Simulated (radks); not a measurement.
Initial-state core-level shifts of the molybdenum ion Mo+ when its valence configuration changes from [Kr] 4d5. Method: scalar-relativistic Kohn-Sham, LDA (Slater exchange, Perdew-Wang correlation), spin-unpolarised, spherical densities, point nucleus; computed with a radial shooting solver on a logarithmic mesh with Libxc functionals. Shifts are changes of the shell-averaged eigenvalues in eV (positive: less bound).

valence,2s,3s,3d,4s
4d4 5p1,-4.763,-4.706,-4.722,-4.432
4d3 5s2,-7.640,-7.447,-7.493,-6.758
4d4 5s1,-3.548,-3.475,-3.495,-3.203
4d2 5p3,-15.785,-15.439,-15.513,-14.039
4d4.5 5s0.5,-1.707,-1.675,-1.685,-1.555
4d2 5s1 5p2,-14.652,-14.296,-14.372,-12.939
4d3 5p2,-10.040,-9.870,-9.911,-9.137
4d4.5 5p0.5,-2.317,-2.295,-2.302,-2.179
4d3.5 5s1.5,-5.526,-5.400,-5.432,-4.940
